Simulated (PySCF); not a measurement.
Electron correlation in Ar²⁺ (argon, charge +2)

[Ne] 3s2 3p4, high-spin 3P determinant. All numbers are calculated (PySCF 2.14, no relativity, point nucleus, in pcseg-2 (5s4p2d1f, 34 functions)). Frozen: [Ne]; 6 electrons correlated.

MP2 pair energies summed by pair of shells (mhartree):

```tsv
pair	energy	share (%)
3p-3p	-57.95	48.0
3s-3p	-54.50	45.2
3s-3s	-8.18	6.8
```

Total MP2 correlation energy: -120.63 mhartree.

Same-spin part -28.10 and opposite-spin part -92.53 mhartree; SCS-MP2 scales them by 1/3 and 6/5 to -120.40 mhartree.

```
  level  correlation energy (mhartree)
   CCSD                        -146.34
    (T)                          -3.60
CCSD(T)                        -149.94
```

Diagnostics: T1 = 0.0072, D1 = 0.0238, largest double amplitude 0.058.

Cost of the coupled-cluster step: 0.53 s of wall time on 1 thread of Neoverse-N1 (shared host), for 6 correlated electrons.
